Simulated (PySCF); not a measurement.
ClSn (SMILES [Cl][Sn]), doublet, at a GFN2-xTB geometry (such geometries of metal compounds can be far from the true shape) (all electrons, no relativity). Base run: CAMB3LYP/STO-3G run with PySCF.

The PySCF input:
```python
from pyscf import gto, scf, dft

mol = gto.M(
    atom='''
Sn   -0.00000000   -0.00000000   -0.60000371
Cl    0.00000000    0.00000000    1.76471678
''',
    basis='sto-3g',
    spin=1,
    verbose=4,
)

mf = dft.UKS(mol)
mf.xc = 'camb3lyp'
mf.kernel()
mf.analyze()
```

Variants of this job, named by their change:

| change | ΔE vs base (µEh) | SCF cycles | <S^2> | outcome |
|---|---|---|---|---|
| base | 0.0 | 8 | 0.751 | converged |
| init_guess = sap | 0.0 | 8 | 0.751 | converged |
| DIIS = ADIIS | 0.0 | 10 | 0.751 | converged |
| level_shift = 0.5 (with mf.max_cycle = 100) | 0.0 | 16 | 0.751 | converged |
| conv_tol = 1e-11 | 0.0 | 9 | 0.751 | converged |
| conv_tol_grad = 1e-7 | - | 50 | - | not converged |
| init_guess = vsap | 0.1 | 7 | 0.751 | converged |
| solver = newton; init_guess = 1e | 0.1 | - | 0.751 | converged |
| diis_space = 4 | 0.0 | 8 | 0.751 | converged |
| conv_tol = 1e-12 | 0.0 | 11 | 0.751 | converged |
| diis_space = 12 | 0.0 | 8 | 0.751 | converged |
| conv_tol = 1e-4 | 1.8 | 3 | 0.751 | converged |
| solver = newton | 0.0 | - | 0.751 | converged |

Open shells are given as the SCF converged; they aren't shown to be the lowest states, and a large step between rows can be another state.
